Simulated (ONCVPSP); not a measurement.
## What the settings do to the ONCV potential of Li

Base potential:

ONCVPSP 4.0.1 input, shortened (lines: element, Z, core and valence counts, functional; n l f; lmax; l rc ep ncon nbas qcut; lloc lpopt rc5 dvloc0; l nproj debl; icmod fcfact rcfact), PW91, scalar-relativistic:

```
  Li 3.00    1    2  -109134      upf
    1    0    2.00
    2    0    0.75
    2    1    0.25
    1
    0    2.05    0.00    3    7    2.80
    1    4.00    0.00    5    9    2.50
    0    5    2.05    0.00
    0    0    2.90
    1    1    0.40
    3    1.75    1.55
```

Cutoffs, loose and tight: the cutoffs (Ha) at which the residual kinetic energy of the hardest occupied pseudo-wave falls to 1 and 0.1 mHa per electron. They do not see the model core or the augmentation charge, which bear on the density cutoff. Test errors are all-electron minus pseudo excitation energies from the reference, over the configurations 2s1 2p0; 2s0.5 2p0; 2s0 2p1. A dash means not determined; rows that change the core or the reference have their own tests.

```
     change    outcome  cutoff, loose  cutoff, tight  bound ghosts  GHOST(+) flags above zero  largest test error (meV)
       base  generated         2.2 Ha         3.5 Ha          none                       none                      -3.8
s: qcut 1.9  generated         2.2 Ha          13 Ha          none                       none                      -3.8
s: qcut 2.2  generated         2.2 Ha         6.5 Ha          none                       none                      -3.8
s: qcut 2.6  generated         2.2 Ha         3.6 Ha          none                       none                      -3.8
s: qcut 3.2  generated         2.3 Ha         3.6 Ha          none                       none                      -3.8
s: qcut 3.8  generated         2.4 Ha         3.6 Ha          none                       none                      -3.8
  s: qcut 4  generated         2.3 Ha         3.6 Ha          none                       none                      -3.8
```

(1) What comes out with this change to the base: s: qcut 2.9?

Results:

(1) outcome: generated; cutoff, loose: 2.3 Ha; cutoff, tight: 3.5 Ha; bound ghosts: none; GHOST(+) flags above zero: none; largest test error (meV): -3.8.

Reading the sweep of the qcut of the s channel (base included, trends over the rows without a ghost): The loose cutoff stays near 2.3 Ha. The median size of the test errors (rows with all tests solved) stays near 3.3 meV.
